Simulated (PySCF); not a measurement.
Exercise with solution: chemical shift, span and skew from a shielding tensor

AlFH4O2SSi, SMILES [OH][Al]([OH])[S][SiH2]F. Atoms are numbered in the order given.

```xyz
10

Si    -1.8021    -0.3873     0.0955
F     -0.6135    -0.6492    -1.1501
S     -0.5424     0.6084     1.4209
Al     0.9652     0.1007    -0.2352
O      1.5750     1.3609    -1.2044
O      1.9210    -1.2703     0.0811
H     -2.2682    -1.7504     0.4404
H     -2.8673     0.3870    -0.5858
H      1.2629     2.2687    -1.2174
H      2.7865    -1.4080    -0.3134
```
Charge 0, spin multiplicity 1.

Coordinates come from a B3LYP-D3(BJ)/def2-SVP optimisation. The structure was generated by enumeration; whether it is a known compound was not checked. The values are those of a single conformer.

GIAO shieldings from PySCF with B3LYP/pcSseg-1, non-relativistic, no solvent. The symmetric part of the tensor of F2 has the principal values 241.2, 279.8, 419.8 ppm. The same nucleus in CFCl3 has σ = 161.7 ppm at this level (PySCF, at its B3LYP-D3(BJ)/def2-TZVP geometry).

Work out the isotropic shielding, the ¹⁹F shift against CFCl3, the span and the skew.


σ(iso) = (σ11 + σ22 + σ33)/3 = 313.6 ppm. δ = σ(ref) − σ(iso) = 161.7 − (313.6) = -151.9 ppm.
Span Ω = σ33 − σ11 = 178.6 ppm. Skew κ = 3(σ(iso) − σ22)/Ω = 0.57. Tumbling in solution averages the tensor to δ; in a static solid the shielding alone would spread this spin-1/2 line over Ω.
